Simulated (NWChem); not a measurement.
# CH₂NO cation; SMILES [OH+]=C=N

Results from NWChem. Pople sets run with spherical d functions. All runs use the structure optimised with PBE0/def2-SVP. Core excitations by TDA in a window of 1s orbitals, non-relativistic and unshifted: absolute energies depend strongly on the exact-exchange share.

| level | first 1s excitation (eV) | dipole oscillator strength of the first | first state with f > 0.002 (eV) | dipole oscillator strength of that state |
|---|---|---|---|---|
| C K edge, BHandHLYP/6-311G** | 286.7 | 0.0846 | 286.7 | 0.0846 |
| C K edge, PBE0/6-311G** | (withheld) | (withheld) | (withheld) | (withheld) |
| O K edge, PBE0/cc-pVTZ | 523.6 | 0.0093 | 523.6 | 0.0093 |
| O K edge, PBE/6-311G** | 512.4 | 0.0059 | 512.4 | 0.0059 |

Problem. Some entries are withheld; supply them.

Solution. 
- C K edge, PBE0/6-311G**, first 1s excitation (eV): 279.6
- C K edge, PBE0/6-311G**, dipole oscillator strength of the first: 0.0663
- C K edge, PBE0/6-311G**, first state with f > 0.002 (eV): 279.6
- C K edge, PBE0/6-311G**, dipole oscillator strength of that state: 0.0663
